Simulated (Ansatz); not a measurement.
(1) Predict a relaxed structure of the cluster As4⁺, charge 1, doublet, at PBE-D4/def2-SVP (Ansatz).

Results:

(1) 
Cartesian coordinates in Å:
```
As 0.2336 0.6220 1.3862
As -0.4259 1.1858 -0.8805
As 1.1630 -0.6457 -0.7703
As -0.9707 -1.1622 0.2646
```
Point group D2d (tolerance 0.1 Å). This is one stationary point.

The structure comes from a short search, and lower isomers may exist.
